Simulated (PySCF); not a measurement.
# Ionisation energy of Sb³¹⁺ by level of theory

Sb³¹⁺ [Ar] 3d2 (3F) → Sb³²⁺ [Ar] 3d1 (2D), as a difference of total energies. All numbers are calculated (PySCF 2.14, scalar relativity by spin-free X2C-1e, in an uncontracted even-tempered set (18 s from 4.7 bohr⁻², ratio 2.5; 12 p from 6.1 bohr⁻², ratio 2.5; 8 d from 6.1 bohr⁻², ratio 2.5; 4 f from 21 bohr⁻², ratio 2.7; 3 g from 32 bohr⁻², ratio 2.7)). Correlated levels: outer shells: [Ne] frozen; virtual orbitals above 40 to 60 times the deepest correlated orbital energy dropped. The calculations carry no spin-orbit coupling.

| method | ionisation energy (eV) |
| --- | --- |
| UHF | 1865.0 |
| LDA | 1864.4 |
| PBE | 1865.0 |
| PBE0 | 1865.4 |
| r2SCAN | 1866.6 |
| B3LYP | 1865.7 |
| B97-3 | 1865.4 |
| MP2 (outer shells) | 1864.8 |
| SCS-MP2 (outer shells) | 1864.7 |

A first-order spin-orbit estimate (lowest level to lowest level, LS coupling) adds 2.246 eV.

Breit and QED terms and the two-electron picture change are absent.

For comparison: 1869 ± 4 eV (theoretical estimate listed by NIST; NIST Atomic Spectra Database, ionization energies).
